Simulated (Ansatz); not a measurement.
Input file:

```yaml
crystal:
  periodic: [false, false, false]
  atoms:
    - { symbol: Ti, position_ang: [-0.278754, -0.052071, -0.475973] }
    - { symbol: F, position_ang: [-0.29397, 0.792414, 2.424531] }
    - { symbol: F, position_ang: [1.164913, -0.809063, 0.146569] }
    - { symbol: F, position_ang: [-0.116477, 1.680081, -0.609978] }
    - { symbol: F, position_ang: [-0.498032, -0.65042, -2.100696] }
    - { symbol: O, position_ang: [-1.826383, -0.570362, 0.447661] }
    - { symbol: Si, position_ang: [-3.38032, -1.162781, 0.125096] }
    - { symbol: H, position_ang: [-3.315104, -2.637212, -0.156279] }
    - { symbol: H, position_ang: [-4.223731, -0.911439, 1.342405] }
    - { symbol: H, position_ang: [-3.963347, -0.441959, -1.057852] }
    - { symbol: H, position_ang: [-1.096993, 0.330011, 2.321817] }
basis:
  gaussian: { orbitals: def2-SVP }
hamiltonian:
  xc: pbe
relax:
  f_tol: 0.03
  max_steps: 50
output:
  orbitals: {}
```

Run as:

```bash
$ ansatz run input.yaml --threads 4 --pin off --max-ram 5120MiB --backend cpu --events-out ev --progress --plain --runs-dir out
```

Hardware: 4 threads of Arm Neoverse V1 (shared host).

Q: Roughly how long does this run take, and how much memory?

A: 26 s, with a peak of 0.22 GiB, for 10 ionic steps.
